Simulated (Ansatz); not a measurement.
The cluster Ti₂Se₄, relaxed as a singlet with RKS PBE0-D4/def2-SVP in Ansatz, starting from the GFN1-xTB geometry. Force threshold 0.02 eV/Å.

The structure comes from a short search, and lower isomers may exist.

Start:

```xyz
6

Ti    0.291   -1.365   -0.020
Ti   -0.569    0.869   -0.933
Se   -2.062   -0.960   -0.408
Se    1.415   -0.198   -1.815
Se    0.070    1.845    1.172
Se    0.855   -0.191    2.004
```

```tsv
step	energy (eV)	largest force component (eV/Å)	SCF passes
1	-307555.7489	1.304	23
2	-307555.8100	0.961	33
3	-307555.8660	0.119	31
4	-307555.8669	0.007	33
5	-307555.8687	0.063	30
6	-307555.8840	0.170	31
7	-307555.9601	0.491	35
8	-307556.0009	0.427	30
9 (rejected)	-307555.9373	0.930	34
10	-307556.0291	0.161	34
11	-307556.0348	0.023	31
12	-307556.0348	0.007	22
```

Force components are those of the run's own axes.

End:

Cartesian coordinates in Å:
```
Ti 0.267 -0.995 0.121
Ti -0.633 0.852 -1.100
Se -2.060 -0.964 -0.495
Se 1.356 -0.215 -1.880
Se 0.085 1.612 1.082
Se 0.984 -0.289 2.272
```

By distances, no bond broke or formed. The bond that changes most is Ti1–Se5, from 3.43 to 2.78 Å (atoms count from 1).

The force fell under the threshold at step 4, but the optimiser went on and released 0.168 eV more. No frequencies were taken in this run, so the end may be a saddle point.

Hardware: 4 threads of Intel Xeon Platinum 8488C on a shared host. Wall time 79 s, peak host memory 0.89 GiB.
